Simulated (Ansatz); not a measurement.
The same molecule with X = C, Si, Ge, Sn. Ansatz, PBE0-D4/def2-TZVP geometries, multiplicity 2.

Elements past krypton have def2 core potentials. Scalar relativity is left out up to krypton.

| X | molecule | mean X–F bond length / Å | mean X–H bond length / Å | ideal-gas entropy at 298 K and 1 bar (rigid rotor, harmonic PBE0-D4/def2-TZVP) / J/(mol·K) | size of the dipole moment (PBE/def2-TZVPP) / D | size of the dipole moment (ωB97M-V/def2-TZVPP) / D |
| --- | --- | --- | --- | --- | --- | --- |
| C | `[CH2]F`• | 1.331 | 1.082 | 236 | 1.14 | 1.27 |
| Ge | `[F][GeH2]`• | 1.745 | 1.549 | 263 | 1.83 | 2.05 |
| Sn | `[F][SnH2]`• | 1.932 | 1.726 | 275 | 2.48 | 2.74 |

Question: Give the row for X = Si, `F[SiH2]`•. (Best estimate.)

Answer: Ansatz gave: 
```
 X    molecule  mean X–F bond length / Å  mean X–H bond length / Å  ideal-gas entropy at 298 K and 1 bar (rigid rotor, harmonic PBE0-D4/def2-TZVP) / J/(mol·K)  size of the dipole moment (PBE/def2-TZVPP) / D  size of the dipole moment (ωB97M-V/def2-TZVPP) / D
Si  `F[SiH2]`•                     1.604                     1.490                                                                                         250                                            1.09                                                1.22
```

From C to Sn the mean X–F bond length rises at each step, by 0.601 Å in all; the mean X–H bond length rises at each step, by 0.644 Å in all; the ideal-gas entropy at 298 K and 1 bar (rigid rotor, harmonic PBE0-D4/def2-TZVP) rises at each step, by 39 J/(mol·K) in all. Bonds lengthen as the atom grows down the group. Dipoles are sizes alone, and their direction can turn along the series.
